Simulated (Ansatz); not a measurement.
Geometry optimisation, RKS PBE/def2-SVP in Ansatz 0.2.0.

Input file:

```yaml
crystal:
  periodic: [false, false, false]
  atoms:
    - { symbol: Sn, position_ang: [0.182515, 0.009041, -0.082705] }
    - { symbol: Cl, position_ang: [0.960761, -0.156309, 2.175529] }
    - { symbol: H, position_ang: [1.895792, 0.034874, -0.253238] }
    - { symbol: H, position_ang: [-0.679999, 1.491063, -0.307306] }
    - { symbol: C, position_ang: [-0.938454, -1.746369, -0.659992] }
    - { symbol: H, position_ang: [-1.447433, -2.155127, 0.236249] }
    - { symbol: H, position_ang: [-1.693196, -1.477904, -1.425323] }
    - { symbol: H, position_ang: [-0.242287, -2.504769, -1.069715] }
basis:
  gaussian: { orbitals: def2-SVP }
hamiltonian:
  xc: pbe
relax:
  f_tol: 0.03
  max_steps: 50
output:
  orbitals: {}
```

Launched with:

```bash
$ ansatz run input.yaml --threads 1 --pin off --max-ram 2048MiB --backend cpu --events-out ev --progress --plain --runs-dir out
```

**Question.** Where does it end, and by what steps?

**Answer.** The run converged. After 5 steps the energy has fallen by 0.445 eV; H3 moved furthest, 0.48 Å.

```
step  energy less start (eV)  largest force component (eV/Å)  accepted
   0                  0.0000                           1.092       yes
   1                 -0.2956                           0.526       yes
   2                 -0.4223                           0.304       yes
   3                 -0.4400                           0.154       yes
   4                 -0.4441                           0.044       yes
   5                 -0.4447                           0.017       yes
```

```xyz
8
Properties=species:S:1:pos:R:3
Sn 0.273 -0.009 -0.011
Cl 0.639 -0.225 2.337
H 1.844 0.058 -0.730
H -0.585 1.480 -0.210
C -0.883 -1.734 -0.619
H -1.432 -2.119 0.261
H -1.605 -1.435 -1.404
H -0.211 -2.521 -1.009
```

Whether the end is a true minimum wasn't checked by a vibrational analysis.

Time of the run: 30 s on 1 thread of Intel(R) Xeon(R) Processor @ 2.50GHz (Skylake/Cascade Lake), with other jobs on the host, peak memory 0.14 GiB.
